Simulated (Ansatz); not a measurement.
Which method gave which barrier?

Saddle point of SiNH5SF2, closed shell (SiNH₃F₂ ([NH2][SiH]([F])[F]) + H₂S → SiH₂SF₂ ([F][SiH]([F])[SH]) + NH₃ (still joined by a long Si–N bond); bonds formed: Si1–S7, N2–H6; bonds broken: H6–S7; bonds weakened to dative contacts: Si1–N2), PBE0-D4/def2-TZVP structure:

| atom | x (Å) | y (Å) | z (Å) |
| --- | --- | --- | --- |
| Si1 | -0.1736 | -0.7946 | -0.5687 |
| N2 | 1.0229 | 0.2129 | 0.3516 |
| F3 | 0.7240 | -2.1036 | -0.8245 |
| F4 | -1.2568 | -1.3686 | 0.4316 |
| H5 | -0.4784 | -0.3712 | -1.9339 |
| H6 | 0.2328 | 1.1669 | 0.3423 |
| S7 | -1.3324 | 1.6747 | -0.0915 |
| H8 | 1.9182 | 0.3462 | -0.1092 |
| H9 | 1.1910 | -0.1345 | 1.2918 |
| H10 | -1.8476 | 1.3718 | 1.1106 |

Computed with Ansatz 0.2.0 (basis: def2-TZVPP, with def2-QZVPP for the basis limit); correlated methods freeze the cores. Extrapolation: Hartree–Fock as exp(−7.88 √X), correlation as X^−2.97. Four methods, as single points on the PBE0-D4 structures, gave these electronic barriers from the start structure: 0.491, 0.892, 1.176, 1.720 eV.

Problem. The methods were, in alphabetical order, CCSD(T), HF, r2SCAN-D4, SPW92. Which gave which? (Judge from chemistry; the calculation decides.)

Solution. Computed: SPW92 0.491; r2SCAN-D4 0.892; CCSD(T) 1.176; HF 1.720 eV. For comparison, CCSD(T) at an estimated basis limit (MP2 extrapolated from triple and quadruple zeta, plus CCSD(T) − MP2 in triple zeta) gives 1.138 eV.

The T1 diagnostic stays at or below 0.012.

Labels in which every atom is bracketed show which atoms are joined, not bond orders.

For scale, one of the runs: CCSD(T)/def2-TZVPP, 247 basis functions, launched by `ansatz run in.yaml --threads 8 --pin off --events-out ev --progress --plain --max-ram 19148MiB`. The run took 31 s on 8 CPU threads of an AMD EPYC 9R45 (shared host), with 5.2 GiB of host memory at its peak.
